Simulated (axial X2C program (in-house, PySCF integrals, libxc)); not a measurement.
## Potential curves of HfO, with spin–orbit coupling

Calculated with an axial X2C code built on PySCF integrals. Two-component (2c) means X2C with spin–orbit coupling and atomic mean-field two-electron Coulomb and Gaunt terms. Basis: Hf dyall-cv3z [13s14p9d7f4g], O dyall-av3z [7s6p3d2f] (cores contracted in-house); Gaussian nuclei, density fitting, unrestricted open shells. Masses: Hf 179.947 u, O 15.995 u.

State: Ω = 0 (closed shell). Energies in eV from the lowest point of each curve. Fits are polynomials in 1 − R0/R over 0.85 to 1.23 times the lowest point R0.

```
 R (Å)    BLYP     MP2
1.4921  2.2803  2.2363
1.5607  1.0521  1.0204
1.6121  0.4832  0.4619
1.6636  0.1483  0.1377
1.7150  0.0000  0.0000
1.7750  0.0089  0.0209
1.8351  0.1658  0.1893
1.9122  0.5198  0.5570
2.0065  1.1000  1.1527
2.1438  2.0810  2.1582
```

Correlated methods: 18 electrons correlated (number of frozen shells: Hf 4 s, 3 p, 2 d, 1 f; O 1 s), 316 virtual spin orbitals or spinors in MP2.

One determinant describes the state; a PBE0 search over occupations chose it and may have missed a lower one. Closed shells are restricted here (equal orbitals for both partners); the stretched side of such a curve lies too high. MP2 and coupled cluster on one determinant become unreliable at the stretched end.

(1) Fit the BLYP curve near its minimum: give the equilibrium distance and the harmonic wavenumber.

(2) What are Re and ωe at the MP2 level?

Results:

(1) At BLYP, 2c: Re = 1.741 Å, ωe ≈ 946 cm⁻¹; Be follows as 0.379 cm⁻¹.

(2) At MP2, 2c: Re = 1.737 Å, ωe ≈ 955 cm⁻¹; Be follows as 0.38 cm⁻¹.
